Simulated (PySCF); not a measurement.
**Peak assignment**

Bonds (- single, = double, # triple, : aromatic): C1=C2, C2-C3, C3=C4, C4-C5, C5-Si6, C5-C7, C7#N8, C3-Si9, Si9-F10. C1 carries H11, H12; C2 carries H13; C4 carries H14; C5 carries H15; Si6 carries H16, H17, H18; Si9 carries H19, H20. Stereochemistry as in C=C/C(=C\[C@H]([SiH3])C#N)[SiH2]F. H12 is cis to C3; H20 is pro-R; H19 is pro-S; H11 is trans to C3.

PySCF calculation with structure optimised with GFN2-xTB and σ from GIAO-PBE0/pcSseg-1; fast rotation and ring inversion assumed for equivalent nuclei, non-relativistic, one conformer, gas phase.

Referencing at the same level of theory: $^{13}$C, $^{1}$H against TMS.

Question: Assign these signals to the numbered atoms. $^{13}$C{$^{1}$H} NMR (computed): δ 147.1, 143.0, 138.6, 130.3, 123.8, 15.3.

Answer: 
| δ (ppm) | atoms | environment | reason |
| --- | --- | --- | --- |
| 147.1 | C4 | alkene CH | as expected for a trigonal carbon in a double bond |
| 143.0 | C3 | fully substituted alkene carbon | an sp2 carbon of a C=C bond |
| 138.6 | C2 | alkene CH | as expected for a trigonal carbon in a double bond |
| 130.3 | C1 | terminal =CH2 carbon | the olefinic region |
| 123.8 | C7 | nitrile carbon | C≡N carbons fall here, among the sp2 signals but without a proton |
| 15.3 | C5 | allylic sp3 CH bonded to Si | – |

Question: Assign these signals to the numbered atoms. $^{1}$H NMR (500 MHz, computed): δ 6.77 (m, 1H), 6.12 (m, 1H), 6.00 (m, 1H), 5.89 (m, 1H), 5.53 (m, 1H), 5.12 (m, 1H), 4.01 (d, 3H), 3.37 (m, 1H).

Answer: 
6.77 → H13, hydrogen on an alkene CH: attached to an sp2 carbon and in the plane of the double bond
6.12 → H14, hydrogen on an alkene CH
6.00 → H12, hydrogen on a terminal =CH2 carbon: olefinic region
5.89 → H11, hydrogen on a terminal =CH2 carbon
5.53 → H19, hydrogen on a silicon bonded to C, F
5.12 → H20, hydrogen on a silicon bonded to C, F
4.01 → H16/H17/H18, hydrogen on a silicon bonded to C
3.37 → H15, hydrogen on an allylic sp3 CH bonded to Si

H14 and H12; H12 and H11 lie closer than the usual error of such a calculation, so a measured spectrum could show them in the other order.

Splittings by $^{19}$F in the carbon and heteronuclear signals aren't shown, as no couplings were computed. Shifts are as computed. Against solution values, carbons near 30 ppm lie about +3 ppm off and those near 130 ppm about +5 ppm. Of 1309 compounds with measured shifts, 239 miss one by over three times the rms of a fit or turn the order of signals round; such compounds aren't used in these exercises. Multiplicities follow the n + 1 count of equivalent neighbours, as no J values were calculated; m marks all less simple cases, F and P coupling included.
